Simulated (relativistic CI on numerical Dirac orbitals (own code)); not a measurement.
**Sensitivity of the levels of Si IX to α**

Computed by Dirac-Coulomb-Breit CI, KLI orbitals optimised for each configuration, derivatives by finite differences, unscaled Slater integrals, QED left out (own radial code, finite nucleus).

Configuration list (outside the closed core 1s2): 2s2 2p2, 2s 2p3, 2p4, 2s2 2p 3s, 2p3 3s, 2s2 2p 3p, 2p3 3p, 2p3 3d. Levels of other configurations are missing.

With x = (α/α₀)² − 1 an excitation energy changes as ω = ω₀ + qx; K = 2q/ω₀ is the relative enhancement. Terms are leading LS components, so labels can repeat.

Lowest level 2s2 2p2 3P_0.

| Level | ω₀ (cm⁻¹) | q (cm⁻¹) |
| --- | --- | --- |
| 2s2 2p2 3P_1 | 2526 | 2887 |
| 2s2 2p2 3P_2 | 6372 | 6552 |
| 2s2 2p2 1D_2 | 55491 | 5231 |
| 2s2 2p2 1S_0 | 104413 | 6253 |
| 2s 2p3 5S°_2 | 138848 | 11310 |
| 2s 2p3 3D°_3 | 293462 | 11430 |
| 2s 2p3 3D°_2 | 293543 | 11250 |
| 2s 2p3 3D°_1 | 293701 | 11450 |
| 2s 2p3 3P°_1 | 345473 | 12090 |
| 2s 2p3 3P°_0 | 345523 | 12050 |
| 2s 2p3 3P°_2 | 345577 | 12370 |
| 2s 2p3 1D°_2 | 451367 | 12290 |
| 2s 2p3 3S°_1 | 454037 | 12040 |

At this charge configurations can still be misplaced by up to about 7 % of their energy.

**Question.** Which transition from the lowest level has the largest |K|?

**Answer.** 2s2 2p2 3P_1 at 2526 cm⁻¹, K = 2.29.
